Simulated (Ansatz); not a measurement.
Consider the cleavage of the Ga–B bond: `[BH2][GaH][SiH2]C` + HCl → `C[SiH2][GaH][Cl]` + BH₃.

Program: Ansatz. Geometries: PBE0-D4/def2-TZVP. ΔE: electronic, gas phase. CCSD(T)/CBS adds triple-zeta CCSD(T) − MP2 to the extrapolated MP2 energy (def2 sets, frozen cores). This one scheme is used for every species. DFT in def2-TZVPP. For Ga outer-core shells are correlated without core-valence functions, which leaves a few kJ/mol of doubt a bond. Scalar relativity is left out up to krypton. One conformer a species, not always the lowest.

```tsv
level	ΔE (kcal/mol)
r2SCAN0-D4	-34.2
MP2/CBS(def2)	-35.3
```

Problem. What does CCSD(T)/CBS give? (Best estimate.)

Solution. The calculation gave: -33.1 kcal/mol. The listed levels differ from it by -1.1, -2.2 kcal/mol.

Largest T1 diagnostic among the species: 0.013.

Leaving LDA and LC-ωPBE aside and taking each functional with its dispersion term where it has one, the values, not all of them listed here, spread over 6.8 kcal/mol, from BHLYP-D4 to PBE-D4. LDA lies +2.3 kcal/mol from PBE without D4. In def2-TZVPP, CCSD(T) changes the Hartree–Fock value by +7.7 kcal/mol (the triples alone add +0.4 kcal/mol) and MP2 by +5.6 kcal/mol. From r2SCAN to r2SCAN0 (25 % exact exchange), in def2-TZVPP and without D4, ΔE moves by −1.2 kcal/mol.
